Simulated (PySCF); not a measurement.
Gas-phase reaction: InH + 5 CH2 ⇌ In(CH3)3 + 2 CH, at 600 K and a standard pressure of 1 bar. Level: M06-2X/def2-TZVP†.

Energies from PySCF, thermal terms from the rigid-rotor harmonic-oscillator model, ideal gas at 1 bar. † marks an energy on the PBE0/def2-TZVP geometry and frequencies. Open shells (unrestricted): CH2 (multiplicity 3), CH (multiplicity 2, electronic degeneracy 4); the rest are closed-shell singlets. Spin-orbit splitting is ignored; it lowers the true energy and changes the entropy of CH. In: scalar-relativistic def2 core potential, no spin-orbit coupling. Methyl groups turn as free rotors in In(CH3)3. InH: computed as isolated molecules; such fragments, hydroxides, amides, oligomers or adducts are transient or little studied in the gas. The harmonic model lacks anharmonicity and excited electronic states, which grow with temperature; levels with a mode under 35 cm⁻¹ are left out. Soft modes under 120 cm⁻¹ make the harmonic entropy rough for In(CH3)3. Warning, spin contamination: CH (M06-2X/def2-TZVP†).

```json
[
 {"species": "InH", "E (Ha)": "-190.63808", "H(600 K) − E (kJ/mol)": "26.7", "S°(600 K) (J/mol/K)": "229.0"},
 {"species": "CH2", "E (Ha)": "-39.14459", "H(600 K) − E (kJ/mol)": "66.5", "S°(600 K) (J/mol/K)": "220.8"},
 {"species": "In(CH3)3", "E (Ha)": "-309.75739", "H(600 K) − E (kJ/mol)": "342.3", "S°(600 K) (J/mol/K)": "468.8"},
 {"species": "CH", "E (Ha)": "-38.47257", "H(600 K) − E (kJ/mol)": "34.6", "S°(600 K) (J/mol/K)": "203.3"}
]
```
E: electronic energy; H − E holds the zero-point and thermal terms. 1 Ha = 2625.5 kJ/mol.

**Question.** Work out ΔH°, ΔS°, ΔG° and log10 K from these numbers.

**Answer.** 1. ΔE = 1×(-309.75739) + 2×(-38.47257) − 1×(-190.63808) − 5×(-39.14459) = -0.34150 Ha = -896.6 kJ.
2. Δ(H − E) = 1×(342.3) + 2×(34.6) − 1×(26.7) − 5×(66.5) = 52.3 kJ, so ΔH° = -844.3 kJ.
3. ΔS° = 1×(468.8) + 2×(203.3) − 1×(229.0) − 5×(220.8) = -457.6 J/K; the number of gas molecules changes by -3.
4. ΔG° = ΔH° − TΔS° = -844.3 − 600×(-457.6)/1000 = -569.7 kJ.
5. log10 K = −ΔG°/(RT ln 10) = 49.58, with RT ln 10 = 11.49 kJ/mol; at standard pressures the products are favoured.
6. A shift of 10 kJ in ΔE would move log10 K by 0.87 here.
For scale, ΔH°(298 K) is -841 kJ at this level, -901 kJ at ωB97M-V/def2-TZVP†, and runs from -1018 to -757 kJ over the 11 levels computed.
